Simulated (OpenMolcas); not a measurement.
**W2+: from CASSCF to CASPT2**

```yaml
Program: OpenMolcas
Basis: ANO-RCC-VTZP [8s7p5d3f2g1h]
Scalar_Hamiltonian: DKH2, point nucleus
Active_space: 4 electrons in 5 orbitals (5d)
State_averaging: 2S+1 = 5 even, 5 roots; 2S+1 = 3 even, 45 roots; 2S+1 = 1 even, 50 roots
Spin-orbit_coupling: state interaction with AMFI integrals over the reference wave functions, term energies averaged over their components
```

Methods on the same reference wave functions:
A. CASSCF
B. SS-CASPT2, IPEA 0.25 Eh, imaginary shift 0.1 Eh (closed shells correlated: 5s 5p)
C. MS-CASPT2, IPEA 0.25 Eh, imaginary shift 0.1 Eh (closed shells correlated: 5s 5p)
D. XMS-CASPT2, IPEA 0.25 Eh, imaginary shift 0.1 Eh (closed shells correlated: 5s 5p)

Energies in cm⁻¹ above 5d⁴ ⁵D₀, the measured ground level; measured values from NIST levels as listed in McCann et al., Mon. Not. R. Astron. Soc. 538, 537 (2025).

| Level | A | B | C | D | Measured |
| --- | --- | --- | --- | --- | --- |
| 5d⁴ ⁵D₀ [69 %] | 0.0 | 0.0 | 0.0 | 0.0 | 0.0 |
| 5d⁴ ⁵D₁ | 1596 | 2210 | 2190 | 2310 | 2256 |
| 5d⁴ ⁵D₂ | 3519 | 4440 | 4410 | 4570 | 4461 |
| 5d⁴ ⁵D₃ | 5424 | 6360 | 6310 | 6460 | 6278 |
| 5d⁴ ⁵D₄ | 7211 | 7920 | 7870 | 7920 | 7687 |
| 5d⁴ ³P₀(1) [60 %] | 15107 | 12100 | 12040 | 11740 | 9904 |
| 5d⁴ ³H₄ [57 %] | 16342 | 15150 | 15090 | 14750 | 13701 |
| 5d⁴ ³H₅ | 19241 | 18270 | 18230 | 17980 |  |
| 5d⁴ ³G₃ [51 %] | 19661 | 17670 | 17600 | 17120 |  |
| 5d⁴ ³P₁(1) | 19763 | 16070 | 15990 | 15650 | 12881 |
| 5d⁴ ³F₂(1) [72 %] | 20527 | 17580 | 17500 | 16670 |  |
| 5d⁴ ³H₆ | 20787 | 19850 | 19800 | 19530 |  |
| 5d⁴ ³P₂(1) [70 %] | 24575 | 20660 | 20520 | 20130 |  |
| 5d⁴ ³F₃(1) [54 %] | 25305 | 23030 | 23040 | 22510 |  |
| 5d⁴ ³G₅ | 27170 | 25630 | 25590 | 25290 |  |
| 5d⁴ ³D₃ [73 %] | 28081 | 24940 | 24890 | 24520 |  |
| 5d⁴ ¹I₆ | 29275 | 27780 | 27740 | 27290 |  |
| 5d⁴ ³D₁ | 30492 | 27430 | 27410 | 27100 |  |
| 5d⁴ ¹G₄(1) [54 %] | 33313 | 30950 | 31000 | 30140 |  |
| 5d⁴ ¹S₀(1) | 35001 | 31430 | 31180 | 30240 |  |
| 5d⁴ ¹F₃ [72 %] | 38764 | 33400 | 33350 | 32520 |  |
| 5d⁴ ³P₂(2) | 43287 | 37160 | 37200 | 36410 |  |
| 5d⁴ ³F₄(2) [73 %] | 44370 | 39340 | 39190 | 38280 |  |
| 5d⁴ ³F₂(2) | 45701 | 40490 | 40530 | 39720 |  |

Deviations, from unrounded energies. A percentage is the sum of absolute deviations over the sum of measured energies, with the sign that they share, or ± where signs differ.

| Against measurement | Levels | A | B | C | D |
| --- | --- | --- | --- | --- | --- |
| mean absolute deviation (cm-1) | 7 | 2500 | 1000 | 990 | 890 |
| fine structure of the ground term (%) | 4 | -14.2 | ±1.8 | ±1.6 | +2.8 |
| other terms of the ground configuration (%) | 3 | +40.4 | +18.7 | +18.2 | +15.5 |

D lies closest to measurement on these levels and A furthest from it. The largest miss of D in the table is 5d⁴ ³P₁(1), by +2800 cm-1. The ranking rests on the paired levels alone, and a cruder setting can come out closer through cancelling errors.

Among B to D the level of the table that moves most is 5d⁴ ¹S₀(1), by 1200 cm-1 (lowest in D, highest in B). Moves below CASPT2's spread within the term are not significant.

The mean deviations of B to D differ by less than CASPT2's widest spread within a term (1300 cm-1), so their order carries little weight.

From A to B the spin-free energies of the other terms of 5d⁴ shown, above ⁵D, scale by factors of 0.67 to 0.87.

The lowest spin-free term lies below A's lowest term by 0.270 hartree in B, 0.270 hartree in C, 0.274 hartree in D.

Term energies are means over components that CASPT2 splits; among the terms shown or strongly mixed into the levels shown the widest spread is 1300 cm-1 (5d⁴ ¹I, D). Over all roots computed the reference weight is 0.90 to 0.95 in B, 0.90 to 0.95 in C, 0.90 to 0.95 in D; the roots of lowest weight are the least certain, and an intruder state may touch them. Configurations with an s electron lie low in 5d ions of this charge, fall among these levels and mix in, so low-spin terms can stand far too high, up to twice their true height, and weights are not those of the real levels. The CASPT2 spread within a term exceeds the gap to the next term for 5d⁴ ³D and 5d⁴ ¹I, so the order of their levels is uncertain (figures for B; the like holds for C, D). Without dynamic correlation excited terms often stand tens of per cent too high (terms of higher spin than the ground term too low), and those without a measured partner can miss by more than the paired ones (holds for A). Some levels mix across a computed gap that differs much from the measured one, so their mixing is not that of the real levels (holds for A; B). Some terms miss by over 15 % even with CASPT2, which points to a basis or an active space too small for the shells correlated (holds for B; C; D). Computed and measured levels are paired by configuration, term and J; levels that our copy of the source lacks, or whose pairing is in doubt (as where it misses far off the trend of its configuration), stay unpaired and out of the deviations. Only configurations of the active space appear. Levels that lie high or do not pair safely by name in every column are left out.

A share in square brackets marks a mixed level and gives the weight of the term that names it, the lowest over the columns. A number in round brackets counts repeated terms of one configuration in the order of the reference energies.
